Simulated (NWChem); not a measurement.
System: CH$_{3}$Cl$_{2}$La; SMILES [Cl][La]([CH3])[Cl]

NWChem printed, in part:

```
             Northwest Computational Chemistry Package (NWChem) 7.3.0
             --------------------------------------------------------

                             Geometry "geometry" -> ""
                             -------------------------

 Output coordinates in angstroms (scale by  1.889725989 to convert to a.u.)

  No.       Tag          Charge          X              Y              Z
 ---- ---------------- ---------- -------------- -------------- --------------
    1 La                  57.0000    -0.10229400    -0.29536800    -0.56443200
    2 Cl                  17.0000    -2.09166700     0.82711800     0.70612000
    3 Cl                  17.0000     2.32288600     0.62492000    -0.24300900
    4 C                    6.0000    -0.09605300    -2.69736900    -0.02430000
    5 H                    1.0000     0.12668900    -2.87288900     1.04557500
    6 H                    1.0000     0.66938600    -3.25401500    -0.59910700
    7 H                    1.0000    -1.07559300    -3.17409200    -0.22275200

 Effective nuclear repulsion energy (a.u.)     576.9978985312

                                 NWChem DFT Module
                                 -----------------

 Summary of "ao basis" -> "ao basis" (spherical)
 ------------------------------------------------------------------------------
       Tag                 Description            Shells   Functions and Types
 ---------------- ------------------------------  ------  ---------------------
 La                        def2-svpd                13       35   6s4p2d1f
 Cl                        def2-svpd                11       27   5s4p2d
 C                         def2-svpd                 8       20   4s2p2d
 H                         def2-svpd                 4        8   2s2p

            General Information
            -------------------
          SCF calculation type: DFT
          Wavefunction type:  closed shell.
          No. of atoms     :     7
          No. of electrons :    54
           Alpha electrons :    27
            Beta electrons :    27
          Charge           :     0
          Spin multiplicity:     1
          Use of symmetry is: off; symmetry adaption is: off
          Maximum number of iterations: 150
          AO basis - number of functions:   133
                     number of shells:    55
          Convergence on energy requested:  1.00D-06
          Convergence on density requested:  1.00D-05
          Convergence on gradient requested:  5.00D-04

              XC Information
              --------------
                         PBE0 Method XC Functional
                     Hartree-Fock (Exact) Exchange  0.250
          PerdewBurkeErnzerhof Exchange Functional  0.750
            Perdew 1991 LDA Correlation Functional  1.000 local
           PerdewBurkeErnz. Correlation Functional  1.000 non-local

             Grid Information
             ----------------
          Grid used for XC integration:  medium
          Radial quadrature: Mura-Knowles
          Angular quadrature: Lebedev.
          Tag              B.-S. Rad. Rad. Pts. Rad. Cut. Ang. Pts.
          ---              ---------- --------- --------- ---------
          La                  1.95      123          12.0       590
          Cl                  1.00       88          14.0       590
          C                   0.70       49          13.0       434
          H                   0.35       45          14.0       434
          Grid pruning is: on
          Number of quadrature shells:   483
          Spatial weights used:  Erf1

      Superposition of Atomic Density Guess
      -------------------------------------

 Sum of atomic energies:        -993.32487300

      Non-variational initial energy
      ------------------------------

 Total energy =    -989.544037
 1-e energy   =   -1724.406730
 2-e energy   =     557.739061
 HOMO         =      -0.308073
 LUMO         =      -0.087366

   convergence    iter        energy       DeltaE   RMS-Dens  Diis-err
 ---------------- ----- ----------------- --------- --------- ---------
 d= 0,ls=0.0,diis     1   -991.2943755488 -1.17D+03  1.65D-02  6.44D-01
 d= 0,ls=0.0,diis     2   -991.1805729892  1.14D-01  9.87D-03  1.36D+00
 d= 0,ls=0.0,diis     3   -991.3993480179 -2.19D-01  9.73D-04  1.10D-02
 d= 0,ls=0.0,diis     4   -991.4013277380 -1.98D-03  2.50D-04  9.90D-04
 d= 0,ls=0.0,diis     5   -991.4014808339 -1.53D-04  8.10D-05  3.51D-05
  Resetting Diis
 d= 0,ls=0.0,diis     6   -991.4014872393 -6.41D-06  2.89D-05  8.62D-06
 d= 0,ls=0.0,diis     7   -991.4014888082 -1.57D-06  1.95D-05  7.34D-07
 d= 0,ls=0.0,diis     8   -991.4014888297 -2.15D-08  7.56D-06  1.10D-06

         Total DFT energy =     -991.401488829700
      One electron energy =    -1730.310215173584
           Coulomb energy =      628.800253685515
    Exchange-Corr. energy =      -67.015158916427
 Nuclear repulsion energy =      177.123631574796

 Numeric. integr. density =       54.000007940566

                       DFT Final Molecular Orbital Analysis
                       ------------------------------------

 Vector   25  Occ=2.000000D+00  E=-3.221565D-01
              MO Center=  9.8D-02,  6.3D-01,  1.8D-01, r^2= 6.2D+00
   Bfn.  Coefficient  Atom+Function         Bfn.  Coefficient  Atom+Function
  ----- ------------  ---------------      ----- ------------  ---------------
    49     -0.296685  2 Cl pz                75      0.297945  3 Cl py
    48      0.294168  2 Cl py                76     -0.277836  3 Cl pz
    72      0.226401  3 Cl py                46     -0.225166  2 Cl pz
    45      0.223479  2 Cl py                73     -0.210600  3 Cl pz
    43     -0.131237  2 Cl pz                69      0.131880  3 Cl py

 Vector   26  Occ=2.000000D+00  E=-3.155590D-01
              MO Center=  1.1D-01,  7.0D-01,  2.1D-01, r^2= 6.2D+00
   Bfn.  Coefficient  Atom+Function         Bfn.  Coefficient  Atom+Function
  ----- ------------  ---------------      ----- ------------  ---------------
    75     -0.359381  3 Cl py                48      0.355695  2 Cl py
    72     -0.271221  3 Cl py                45      0.268330  2 Cl py
    76     -0.246740  3 Cl pz                49      0.228982  2 Cl pz
    73     -0.185754  3 Cl pz                46      0.171836  2 Cl pz
    69     -0.157907  3 Cl py                42      0.156248  2 Cl py

 Vector   27  Occ=2.000000D+00  E=-2.568186D-01
              MO Center= -9.1D-02, -2.0D+00, -1.5D-01, r^2= 2.7D+00
   Bfn.  Coefficient  Atom+Function         Bfn.  Coefficient  Atom+Function
  ----- ------------  ---------------      ----- ------------  ---------------
    95      0.444392  4 C  py                98      0.315026  4 C  py
     5      0.292834  1 La s                 23     -0.293762  1 La d  2
    93     -0.292925  4 C  s                  3     -0.234868  1 La s
     8     -0.213519  1 La py                 2      0.180361  1 La s
    20     -0.162578  1 La d -1              21     -0.147869  1 La d  0

 Vector   28  Occ=0.000000D+00  E=-8.795009D-02
              MO Center= -2.9D-01, -2.7D-01, -1.5D+00, r^2= 4.7D+00
   Bfn.  Coefficient  Atom+Function         Bfn.  Coefficient  Atom+Function
  ----- ------------  ---------------      ----- ------------  ---------------
    21      0.536316  1 La d  0               5      0.462304  1 La s
     6      0.366675  1 La s                  3     -0.306489  1 La s
     2      0.242125  1 La s                 18     -0.208768  1 La pz
    22     -0.207445  1 La d  1               4     -0.182167  1 La s
    26      0.171334  1 La d  0               9     -0.133605  1 La pz

 Vector   29  Occ=0.000000D+00  E=-5.659701D-02
              MO Center= -1.8D-01, -4.1D-01, -8.8D-01, r^2= 3.9D+00
   Bfn.  Coefficient  Atom+Function         Bfn.  Coefficient  Atom+Function
  ----- ------------  ---------------      ----- ------------  ---------------
    20      0.757407  1 La d -1              93     -0.454441  4 C  s
    17     -0.364232  1 La py               111      0.274951  5 H  s
    25      0.231436  1 La d -1              14     -0.181478  1 La py
    19      0.179138  1 La d -2              23     -0.167465  1 La d  2
    28     -0.130003  1 La d  2               8     -0.114958  1 La py

 Vector   30  Occ=0.000000D+00  E=-5.134694D-02
              MO Center= -1.6D-01, -1.9D-01, -8.6D-01, r^2= 4.2D+00
   Bfn.  Coefficient  Atom+Function         Bfn.  Coefficient  Atom+Function
  ----- ------------  ---------------      ----- ------------  ---------------
    22      0.702248  1 La d  1              21      0.273301  1 La d  0
    27      0.260335  1 La d  1              19      0.230515  1 La d -2
    16      0.208533  1 La px                13      0.195992  1 La px
    76      0.152954  3 Cl pz                23     -0.137376  1 La d  2
    79      0.123881  3 Cl pz                 7      0.122759  1 La px

     Multipole analysis of the density
     ---------------------------------

     L   x y z        total         alpha         beta         nuclear
     -   - - -        -----         -----         ----         -------
     0   0 0 0     -0.000000    -27.000000    -27.000000     54.000000

[...]

 DFT Linear Response polarizability / au
 Frequency  =       0.0000000 / au
              X              Y              Z
 -----------------------------------------------
 X     100.5552202      0.0514717     -7.4680458
 Y       0.0514751    104.5743822     -0.2669301
 Z      -7.4680466     -0.2669461     67.4790202
 -----------------------------------------------
 Eigenvalues =     102.1585148    104.5806905     65.8694173
 Isotropic   =      90.8695409
 Anisotropic =      37.5588086
 -----------------------------------------------

 Magnetic Dipole Response Matrix (nonzero elements):

 Exiting AOResponse driver routine
```

Level: PBE0/def2-SVPD with def2 effective core potentials on La. Structure relaxed at the PBE0/def2-SVP level. Not confirmed as a minimum by frequencies. def2 effective core potentials on La; no spin-orbit coupling.

Task: Write an input that gives this output.

Result: Several could match; the one computed here: the input that was run:
```
start job
memory heap 200 mb stack 900 mb global 1100 mb
geometry units angstroms noautosym nocenter noautoz
  La    -0.102294    -0.295368    -0.564432
  Cl    -2.091667     0.827118     0.706120
  Cl     2.322886     0.624920    -0.243009
  C     -0.096053    -2.697369    -0.024300
  H      0.126689    -2.872889     1.045575
  H      0.669386    -3.254015    -0.599107
  H     -1.075593    -3.174092    -0.222752
end
basis spherical
  * library def2-svpd
end
ecp
  La library def2-ecp
end
dft
  xc pbe0
  iterations 150
end
property
  response 1 0.0
end
task dft property
```
